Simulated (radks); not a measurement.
Q: These are the eigenvalues of the occupied orbitals of an atom or ion with whole-number occupations (hartree). Method: Dirac Kohn-Sham, PBE, spin-unpolarised, spherical densities, finite nucleus; Fermi nuclear charge, rms radius of each element as measured or else 0.836 A^(1/3) + 0.57 fm; computed with a radial shooting solver on a logarithmic mesh with Libxc functionals.

1s1/2: -2177.548
2s1/2: -368.7304
2p1/2: -351.5895
2p3/2: -315.5675
3s1/2: -84.30063
3p1/2: -76.74740
3p3/2: -69.14094
3d3/2: -56.24017
3d5/2: -54.57767
4s1/2: -18.09231
4p1/2: -15.05238
4p3/2: -13.33461
4d3/2: -8.32811
4d5/2: -8.01496
5s1/2: -3.63843
5p1/2: -2.76083
5p3/2: -2.50787
4f5/2: -1.93887
4f7/2: -1.89116
5f5/2: -0.48990

Which element is it, and in what charge state? The configuration may be excited. Open shells, if any, fill j = l - 1/2 first.

A: Z = 69, thulium, charge +3: Tm3+ in [Kr] 4d10 4f12 5s2 5p4 5f2. The list shows which subshells hold electrons but not how many an open one holds; the 1s level, -2177.5 hartree, gives Z - s = 66.0 by -(Z - s)^2/2, which with screening and relativity narrows Z to a few neighbours, and the depths of the outer levels then fix element, charge and occupations together.
